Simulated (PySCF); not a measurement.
Spectrum to structure. Theory: TDDFT B3LYP/def2-SVPD, vertical, gas phase, core orbitals frozen in the response in PySCF. Geometries: GFN2-xTB, one conformer each.

```json
{"state": "S1", "E (eV)": "5.63", "f": "0.032", "main configurations (H = HOMO, L = LUMO)": "H→L (86%), H→L+1 (13%)"}
{"state": "S2", "E (eV)": "6.27", "f": "0.109", "main configurations (H = HOMO, L = LUMO)": "H→L+1 (50%), H→L+2 (39%)"}
{"state": "S3", "E (eV)": "6.52", "f": "0.109", "main configurations (H = HOMO, L = LUMO)": "H→L+2 (36%), H→L+1 (16%), H-1→L (16%)"}
{"state": "S4", "E (eV)": "6.59", "f": "0.026", "main configurations (H = HOMO, L = LUMO)": "H-1→L (77%)"}
{"state": "S5", "E (eV)": "6.75", "f": "0.0092", "main configurations (H = HOMO, L = LUMO)": "H→L+3 (86%)"}
{"state": "S6", "E (eV)": "6.87", "f": "0.082", "main configurations (H = HOMO, L = LUMO)": "H→L+4 (39%), H→L+5 (21%), H-1→L+1 (16%)"}
{"state": "S7", "E (eV)": "6.92", "f": "0.048", "main configurations (H = HOMO, L = LUMO)": "H-1→L+1 (69%), H→L+4 (18%)"}
{"state": "S8", "E (eV)": "6.94", "f": "0.013", "main configurations (H = HOMO, L = LUMO)": "H→L+5 (64%), H→L+4 (18%), H-1→L+1 (8%)"}
```

Triplets computed (Tamm–Dancoff): 4.30, 5.55, 6.26 eV.

Problem. Which candidate is it? All have the formula C5H10O2Si.
A. `C=C1O[SiH2]CC[C@H]1O`
B. `C=CC1CO[SiH2]OC1`
C. `C[C@H]1C=CC[Si]1(O)O`

Solution. A. Its S1, at 5.63 eV, is the lowest among the candidates; the nearest of the others has S1 at 5.93 eV. S1 is HOMO→LUMO (86%), HOMO→LUMO+1 (13%). Löwdin shares by element: HOMO carbon 59% or more, oxygen 21% or more (atoms not listed hold the other 21%); LUMO oxygen 18% or more, silicon 12%, hydrogen 12% or more, carbon 11% or more (atoms not listed hold the other 48%). At the same level the other candidates give, for their lowest levels:
- `C[C@H]1C=CC[Si]1(O)O`: 5.93 eV (f 0.007); 6.14 eV (f 0.004); 6.38 eV (f 0.002); 6.52 eV (f 0.022); 6.65 eV (f 0.013); T1 4.53 eV; HOMO -6.83, LUMO -0.19 eV
- `C=CC1CO[SiH2]OC1`: 6.60 eV (f 0.003); 6.73 eV (f 0.020); 6.78 eV (f 0.130); 6.90 eV (f 0.035); 7.06 eV (f 0.000); T1 4.55 eV; HOMO -7.33, LUMO -0.14 eV
